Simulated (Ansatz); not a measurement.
Species: CH$_{2}$N, SMILES `C=[N-]` with one electron removed (charge 0, multiplicity 2), formula CH$_{2}$N.

Question: How many basis functions does frozen-core CCSD(T)/aug-cc-pVTZ // B3LYP-D3(BJ)/def2-TZVPD in Ansatz (an electronic-structure program) use, how many core orbitals are frozen, and how many electrons are correlated?

Answer: 138 basis functions and 2 frozen orbitals, which leaves 11 correlated electrons. Core time is of the order of seconds.
